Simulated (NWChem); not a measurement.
System: SiH₃SeOF; SMILES F[Se]O[SiH3]

Here is an NWChem input.

```
start job
memory heap 200 mb stack 900 mb global 1100 mb
geometry units angstroms noautoz
  Se     0.398837    -0.918184     0.074433
  F     -1.335852    -1.215549     0.198069
  O      0.352725     0.663332    -0.714272
  Si    -0.159116     2.089402     0.051014
  H     -1.629938     2.254952    -0.107518
  H      0.559305     3.194608    -0.638947
  H      0.200943     2.027913     1.497550
end
basis spherical
  * library def2-svp
end
dft
  xc xcamb88 1.00 lyp 0.81 vwn_5 0.19 hfexch 1.00
  cam 0.33 cam_alpha 0.19 cam_beta 0.46
  iterations 150
  vectors input atomic output neutral.movecs
end
task dft energy
charge 1
dft
  odft
  mult 2
  vectors input atomic output cation.movecs
end
task dft energy
```

Output (shortened):

```
             Northwest Computational Chemistry Package (NWChem) 7.3.0
             --------------------------------------------------------

 C1  symmetry detected

                             Geometry "geometry" -> ""
                             -------------------------

 Output coordinates in angstroms (scale by  1.889725989 to convert to a.u.)

  No.       Tag          Charge          X              Y              Z
 ---- ---------------- ---------- -------------- -------------- --------------
    1 Se                  34.0000     0.35326471    -0.92665052     0.07930885
    2 F                    9.0000    -1.38043081    -1.19556123    -0.10735821
    3 O                    8.0000     0.45630533     0.69936694    -0.60685775
    4 Si                  14.0000    -0.16249892     2.08775045     0.14865006
    5 H                    1.0000    -1.58400577     2.29219010    -0.24298659
    6 H                    1.0000     0.67276449     3.21704044    -0.34195606
    7 H                    1.0000    -0.05133939     1.93349647     1.62842675

 Effective nuclear repulsion energy (a.u.)     362.2682372910

                                 NWChem DFT Module
                                 -----------------

 Summary of "ao basis" -> "ao basis" (spherical)
 ------------------------------------------------------------------------------
       Tag                 Description            Shells   Functions and Types
 ---------------- ------------------------------  ------  ---------------------
 Se                         def2-svp                12       32   5s4p3d
 F                          def2-svp                 6       14   3s2p1d
 O                          def2-svp                 6       14   3s2p1d
 Si                         def2-svp                 8       18   4s3p1d
 H                          def2-svp                 3        5   2s1p

            General Information
            -------------------
          SCF calculation type: DFT
          Wavefunction type:  closed shell.
          No. of atoms     :     7
          No. of electrons :    68
           Alpha electrons :    34
            Beta electrons :    34
          Charge           :     0
          Spin multiplicity:     1
          Use of symmetry is: off; symmetry adaption is: off
          Maximum number of iterations: 150
          AO basis - number of functions:    93
                     number of shells:    41
          Convergence on energy requested:  1.00D-06
          Convergence on density requested:  1.00D-05
          Convergence on gradient requested:  5.00D-04

              XC Information
              --------------
                     Hartree-Fock (Exact) Exchange  1.000
                   CAM-Becke88 Exchange Functional  1.000
                      VWN V Correlation Functional  0.190 local
              Lee-Yang-Parr Correlation Functional  0.810

           Range-Separation Parameters
           ---------------------------
           Alpha           :  0.19
           Beta            :  0.46
           Gamma           :  0.33
           Short-Range HF  :     F

             Grid Information
             ----------------
          Grid used for XC integration:  medium
          Radial quadrature: Mura-Knowles
          Angular quadrature: Lebedev.
          Tag              B.-S. Rad. Rad. Pts. Rad. Cut. Ang. Pts.
          ---              ---------- --------- --------- ---------
          Se                  1.15      112          11.0       590
          F                   0.50       49          12.0       434
          O                   0.60       49           8.0       434
          Si                  1.10       88          10.0       590
          H                   0.35       45          11.0       434
          Grid pruning is: on
          Number of quadrature shells:   433
          Spatial weights used:  Erf1

      Superposition of Atomic Density Guess
      -------------------------------------

 Sum of atomic energies:       -2863.73183184

      Non-variational initial energy
      ------------------------------

 Total energy =   -2864.374622
 1-e energy   =   -4710.416588
 2-e energy   =    1483.773729
 HOMO         =      -0.212427
 LUMO         =      -0.035540

   convergence    iter        energy       DeltaE   RMS-Dens  Diis-err
 ---------------- ----- ----------------- --------- --------- ---------
 d= 0,ls=0.0,diis     1  -2867.3697259869 -3.23D+03  1.22D-02  7.34D-01
 d= 0,ls=0.0,diis     2  -2867.3760946070 -6.37D-03  5.55D-03  8.48D-01
 d= 0,ls=0.0,diis     3  -2867.4501880083 -7.41D-02  1.11D-03  4.18D-02
 d= 0,ls=0.0,diis     4  -2867.4534040790 -3.22D-03  2.27D-04  5.10D-04
 d= 0,ls=0.0,diis     5  -2867.4534356017 -3.15D-05  9.60D-05  2.83D-04
  Resetting Diis
 d= 0,ls=0.0,diis     6  -2867.4534606912 -2.51D-05  2.68D-05  6.43D-06
 d= 0,ls=0.0,diis     7  -2867.4534615038 -8.13D-07  7.55D-06  4.06D-07

         Total DFT energy =    -2867.453461503783
      One electron energy =    -4709.764176253239
           Coulomb energy =     1608.401191176094
    Exchange-Corr. energy =     -128.358713717611
 Nuclear repulsion energy =      362.268237290974

 Numeric. integr. density =       67.999998763192

                       DFT Final Molecular Orbital Analysis
                       ------------------------------------

 Vector   32  Occ=2.000000D+00  E=-4.058508D-01
              MO Center=  2.1D-01,  1.8D+00,  2.4D-01, r^2= 3.3D+00
   Bfn.  Coefficient  Atom+Function         Bfn.  Coefficient  Atom+Function
  ----- ------------  ---------------      ----- ------------  ---------------
    89     -0.291253  7 H  s                 84      0.287763  6 H  s
    52      0.251553  3 O  pz                70     -0.199661  4 Si pz
    55      0.196226  3 O  pz                85      0.195854  6 H  s
    90     -0.167666  7 H  s                 13      0.138501  1 Se py
    50     -0.126490  3 O  px                37      0.122875  2 F  py

 Vector   33  Occ=2.000000D+00  E=-3.922434D-01
              MO Center= -3.6D-01,  1.5D+00, -1.5D-01, r^2= 3.1D+00
   Bfn.  Coefficient  Atom+Function         Bfn.  Coefficient  Atom+Function
  ----- ------------  ---------------      ----- ------------  ---------------
    50      0.356812  3 O  px                79      0.311723  5 H  s
    53      0.273419  3 O  px                80      0.221412  5 H  s
    68     -0.190030  4 Si px                52      0.173986  3 O  pz
    89     -0.160473  7 H  s                 84     -0.142320  6 H  s
    55      0.136362  3 O  pz                36     -0.134527  2 F  px

 Vector   34  Occ=2.000000D+00  E=-2.903059D-01
              MO Center=  2.5D-01, -7.7D-01,  2.2D-02, r^2= 2.1D+00
   Bfn.  Coefficient  Atom+Function         Bfn.  Coefficient  Atom+Function
  ----- ------------  ---------------      ----- ------------  ---------------
    17      0.509219  1 Se pz                14      0.487850  1 Se pz
    11     -0.293292  1 Se pz                52     -0.231360  3 O  pz
    16      0.227497  1 Se py                38      0.213200  2 F  pz
    55     -0.188285  3 O  pz                13      0.179761  1 Se py
    41     -0.169471  2 F  pz                10     -0.109422  1 Se py

 Vector   35  Occ=0.000000D+00  E=-1.126757D-02
              MO Center=  3.1D-01, -7.9D-01,  8.4D-02, r^2= 2.8D+00
   Bfn.  Coefficient  Atom+Function         Bfn.  Coefficient  Atom+Function
  ----- ------------  ---------------      ----- ------------  ---------------
    15      0.633322  1 Se px                16      0.475620  1 Se py
    12      0.360588  1 Se px                49     -0.353273  3 O  s
    35      0.280032  2 F  s                 36     -0.267416  2 F  px
    39      0.258656  2 F  px                13      0.246279  1 Se py
     9     -0.225291  1 Se px                73     -0.221184  4 Si pz

 Vector   36  Occ=0.000000D+00  E= 1.553276D-02
              MO Center=  8.4D-02, -3.2D-02, -1.9D-02, r^2= 3.9D+00
   Bfn.  Coefficient  Atom+Function         Bfn.  Coefficient  Atom+Function
  ----- ------------  ---------------      ----- ------------  ---------------
    49      0.582975  3 O  s                 16     -0.446024  1 Se py
    15      0.404707  1 Se px                 4     -0.371825  1 Se s
    72      0.349395  4 Si py                17      0.279722  1 Se pz
    73      0.278269  4 Si pz                13     -0.246584  1 Se py
    12      0.237970  1 Se px                71     -0.228070  4 Si px

 Vector   37  Occ=0.000000D+00  E= 8.210597D-02
              MO Center= -1.5D-01,  1.7D+00,  2.2D-01, r^2= 4.9D+00
   Bfn.  Coefficient  Atom+Function         Bfn.  Coefficient  Atom+Function
  ----- ------------  ---------------      ----- ------------  ---------------
    72      1.194527  4 Si py                85     -0.819264  6 H  s
    16      0.459168  1 Se py                64      0.454385  4 Si s
    80     -0.442079  5 H  s                  4      0.385984  1 Se s
    54      0.323920  3 O  py                51      0.235253  3 O  py
    71     -0.222064  4 Si px                49      0.202720  3 O  s

     Multipole analysis of the density
     ---------------------------------

     L   x y z        total         alpha         beta         nuclear
     -   - - -        -----         -----         ----         -------
     0   0 0 0     -0.000000    -34.000000    -34.000000     68.000000

     1   1 0 0      0.481470      0.240735      0.240735     -0.000000
     1   0 1 0      0.241035      0.120518      0.120518     -0.000000
     1   0 0 1      0.437012      0.218506      0.218506      0.000000

[...]
```

Level: CAM-B3LYP/def2-SVP, vertical spin-unrestricted ions. Geometry: optimised at PBE0/def2-SVP.
